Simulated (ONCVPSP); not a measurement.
Cutoff test, Ba, ONCV

barium, optimised norm-conserving Vanderbilt (ONCV), made with ONCVPSP 4.0.1 (PBE, scalar-relativistic). Core [Kr] 4d10, reference 5s2 5p6 6s2. Waves: 5s+6s: rc 2.55 bohr, ncon 3, nbas 8, qcut 4.5 1/bohr, 2 projectors; 5p: rc 3.10 bohr, ncon 3, nbas 7, qcut 4.2 1/bohr, 2 projectors, debl 3.9 Ha; d scattering state at 0.44 Ha: rc 2.40 bohr, ncon 4, nbas 7, qcut 4.3 1/bohr, 2 projectors, debl 3.4 Ha. Local part: polynomial inside 1.50 bohr (lpopt 5, dvloc0 1 Ha). Core correction: polynomial model core, fcfact 0.3.

In the d channel the program set the typed energies aside and used 0.050, 3.450 Ha.

Question: For each optimised wave give the share of its norm inside rc, the residual kinetic energy above qcut (Ha) and the cutoffs (Ha) for errors of 10, 1, 0.1 and 0.01 mHa per electron.

Answer:

```tsv
wave	norm inside rc	residual KE	10 mHa	1 mHa	0.1 mHa	0.01 mHa
5s	0.938	3.3e-06	4.6	6.7	8.2	9.5
6s	0.056	2.5e-06	1.8	6.1	7.9	9.3
5p	0.943	2.6e-08	3.4	4.7	5.7	6.5
p projector 2	0.153	2.3e-05	5.6	6.8	8.5	12.2
d projector 1	0.060	2.6e-06	2.4	4.1	5.4	6.9
d projector 2	0.143	5.1e-04	6.6	7.8	21.0	37.2
```

The occupied waves need 6.7 Ha and 8.2 Ha for 1 and 0.1 mHa. Note: no bound ghost flagged; GHOST(+) flagged for s at 27.7 eV, p at 126.7 eV.
